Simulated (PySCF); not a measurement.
How methods differ on the excitation energy of Cl²⁺

Cl²⁺ [Ne] 3s2 3p3 (4S) → Cl²⁺ [Ne] 3s1 3p3 4s1 (6S), as a difference of total energies. Computed with PySCF 2.14 in dyall-av3z (19s12p3d2f, 84 functions), with the non-relativistic Hamiltonian (point nucleus). Correlated levels: valence: [Ne] frozen; virtual orbitals above 40 to 60 times the deepest correlated orbital energy dropped. The calculations carry no spin-orbit coupling.

```csv
method,excitation energy (eV)
UHF,27.973
LDA,30.064
PBE,29.963
PBE0,29.909
r2SCAN,29.533
LC-wPBE,30.276
MN15,29.697
M06,30.481
BP86,30.027
MP2 (valence),29.615
SCS-MP2 (valence),30.222
```

Task: How much does correlation contribute at MP2 (valence)?

Result: 29.615 − (27.973) = 1.642 eV, measured against UHF.

The promoted electron is Rydberg-like, and one or two diffuse shells describe it only roughly, which tends to raise the upper state.
